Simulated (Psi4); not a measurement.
BiF₃, singlet, geometry from GFN2-xTB (such geometries of metal compounds can be far from the true shape) (core potentials on Bi).

Here is a job for Psi4.
```
memory 2 GB

molecule {
0 1
Bi    0.00283361   -0.00403046    0.27310711
F    -1.35263607   -1.00980650   -0.84069305
F    -0.22186672    1.68716206   -0.81262393
F     1.54837061   -0.64018572   -0.86533751
}

set {
  basis def2-tzvp
}

energy('m06')
print_variables()
```

Problem. What does this run give for the number of basis functions, nuclear repulsion energy?

Solution. 
```
Item                            Result
-------------------------  -----------
number of basis functions          143
nuclear repulsion energy   206.4719 Eh
```
